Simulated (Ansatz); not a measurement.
Ideal-gas functions of C2H4AlN, SMILES `N=[C]1[CH2][AlH]1` at 600 K and 1 bar, from an Ansatz frequency run at PBE0-D4/def2-TZVP.

Molar mass 69.04 g/mol, point group C1 (symmetry number 1), electronic degeneracy 1, moments of inertia 33.93, 108.705, 138.781 u Å². Harmonic wavenumbers (cm⁻¹, unscaled): 220, 316, 387, 421, 496, 581, 632, 798, 915, 953, 1024, 1232, 1371, 1722, 1942, 2995, 3120, 3337.

Use S(trans) = R[1.5 ln M + 2.5 ln T − 1.1517]; rotational temperatures θ = 24.2544 K / I; S(rot) = R[ln(√π/σ · √(T³/θAθBθC)) + 1.5]; for each mode x = 1.438777 ν̃/T, S = R[x/(eˣ − 1) − ln(1 − e⁻ˣ)] and H = RT x/(eˣ − 1); 1 cm⁻¹ = 0.0119627 kJ/mol; R = 8.31446 J/(mol·K).

Task: By hand: the entropy, in J/(mol·K).

Result: Translation 176.2. Rotation: θ = 0.7148, 0.2231, 0.1748 K, giving 111.9. Vibration, mode by mode: 13.73, 10.82, 9.23, 8.58, 7.35, 6.20, 5.61, 4.08, 3.27, 3.04, 2.66, 1.80, 1.38, 0.70, 0.45, 0.05, 0.04, 0.03, in all 79.0. Electronic 0.0. Sum 367.1 J/(mol·K).

Task: By hand: H − E and G − E in kJ/mol, counted from the electronic energy.

Result: Zero-point energy ½ × 22462 × 0.0119627 = 134.4; thermal vibration 27.6; translation, rotation and pV give 4 RT = 20.0. H − E = 182.0 kJ/mol, and G − E = 182.0 − 600 × 367.1/1000 = -38.3 kJ/mol.

Vibration gives 22 % of the entropy. The sum counts one conformer and one mirror image; others add a mixing term.
